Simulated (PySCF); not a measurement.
Ge(Cl)3(SiH3) (Cl3GeH3Si), SMILES [SiH3][Ge]([Cl])([Cl])[Cl]. Atoms are numbered in the order given.

```xyz
8

Si     0.0000     0.0000     2.3741
Ge     0.0000     0.0000    -0.0156
Cl     1.7493     1.0100    -0.8079
Cl    -1.7493     1.0100    -0.8079
Cl     0.0000    -2.0200    -0.8079
H      1.2278    -0.7089     2.8211
H     -1.2278    -0.7089     2.8211
H      0.0000     1.4178     2.8211
```
Charge 0, spin multiplicity 1.

Geometry: B3LYP-D3(BJ)/def2-SVP.

The numbers are results of PySCF with PBE/def2-TZVP, not measurements.

Isolated molecule, no solvent.

```
Quantity                                                                                                         Value
---------------------------------------------------------------------------------------------  -----------------------
total energy                                                                                       -3748.05845 hartree
point group                                                                                                        C3v
highest occupied level                                                                                        -7.50 eV
lowest empty level                                                                                            -2.67 eV
orbital gap                                                                                                    4.84 eV
dipole moment                                                                                                   2.83 D
quadrupole, principal values (traceless, Buckingham form, about the centre of nuclear charge)   -3.04, -3.04, 6.09 D·Å
mean static polarisability                                                                       98.7 bohr³ (14.63 Å³)
polarisability, principal values                                                               95.4, 95.4, 105.3 bohr³
```
